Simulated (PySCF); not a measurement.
**Two-photon absorption: SMILES O(C1=CC=C(C=C)C=C1)C, C9H10O**

Geometry:
| atom | x (Å) | y (Å) | z (Å) |
| --- | --- | --- | --- |
| C1 | -4.067 | 0.308 | 0.229 |
| C2 | -3.187 | -0.624 | -0.160 |
| C3 | -1.724 | -0.537 | -0.147 |
| C4 | -0.962 | -1.630 | -0.598 |
| C5 | 0.423 | -1.602 | -0.607 |
| C6 | 1.104 | -0.463 | -0.158 |
| O7 | 2.450 | -0.515 | -0.199 |
| C8 | 3.182 | 0.594 | 0.239 |
| C9 | 0.368 | 0.639 | 0.295 |
| C10 | -1.023 | 0.592 | 0.296 |
| H11 | -3.756 | 1.282 | 0.617 |
| H12 | -5.141 | 0.123 | 0.171 |
| H13 | -3.581 | -1.575 | -0.538 |
| H14 | -1.479 | -2.527 | -0.951 |
| H15 | 1.009 | -2.453 | -0.957 |
| H16 | 2.966 | 1.494 | -0.363 |
| H17 | 4.243 | 0.337 | 0.122 |
| H18 | 2.987 | 0.824 | 1.302 |
| H19 | 0.869 | 1.540 | 0.650 |
| H20 | -1.573 | 1.464 | 0.655 |

Level of theory: PySCF, TDDFT CAM-B3LYP/aug-cc-pVDZ excited states, vertical, gas phase. Geometry: PBE0-D3(BJ)/def2-SVP.

Singlets 6 and 7 lie within 0.01 eV of each other, so their separate moments and overlaps can depend on how they mix.

Task: Give the one- and two-photon strengths of the lowest singlets.

Result: δ for parallel linear polarisation; σ at the peak of a Lorentzian of half width 0.1 eV, single beam; Ω is circular over linear.
```
state  E (eV)      f  photon λ (nm)  δ (au)  σ (GM)     Ω                                main
   S1    4.60  0.231            539     291    2.26  0.58    HOMO→LUMO 0.75, HOMO→LUMO+4 0.17
   S2    4.97  0.243            499     222    2.00  0.76    HOMO→LUMO+4 0.56, HOMO→LUMO 0.21
   S3    5.36  0.014            463    22.1    0.23  1.50  HOMO→LUMO+1 0.73, HOMO→LUMO+2 0.16
   S4    5.70  0.000            435     164    1.96  1.50  HOMO→LUMO+2 0.65, HOMO→LUMO+3 0.13
   S5    5.80  0.000            428     174    2.14  1.50  HOMO→LUMO+3 0.76, HOMO→LUMO+2 0.08
   S6    6.18  0.351            401    25.5    0.36  0.28  HOMO−1→LUMO 0.73, HOMO→LUMO+4 0.23
```

Among these, the strongest one-photon state is S6, the strongest two-photon state S1, with a dipole change of 1.3 D (relaxed, norm of the difference vector).
